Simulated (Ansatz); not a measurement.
Basis-set extrapolation for B2Cl2F2H2O2 (`F[B@-]1(Cl)[OH+][B@-](F)(Cl)[OH+]1`) (PBE0-D4/def2-TZVP geometry, frozen core, Ansatz 0.2.0). Multiplicity 1, RHF reference.

```json
{"": "HF", "def2-TZVPP": "-1318.661535", "def2-QZVPP": "-1318.703960"}
{"": "MP2 correlation", "def2-TZVPP": "-1.559136", "def2-QZVPP": "-1.699002"}
{"": "CCSD(T) correlation", "def2-TZVPP": "-1.652855", "def2-QZVPP": "not run"}
```

Energies in hartree. Use E(X) = E(∞) + A·exp(−7.88·√X) for Hartree–Fock and E(X) = E(∞) + B·X^(−2.97) for correlation, with X = 3 and 4, and add CCSD(T) minus MP2 of the smaller set to the MP2 limit.

Task: What is the CCSD(T) energy at the basis-set limit?

Result: HF limit: -1318.703960 + (-0.042425) × 0.13774 = -1318.70980. MP2 limit: -1.699002 + (-0.139866) × 0.74074 = -1.80261. Higher-order term: -1.652855 − (-1.559136) = -0.09372. Total: -1320.60613 hartree, 766.0 kJ/mol below CCSD(T)/def2-TZVPP.
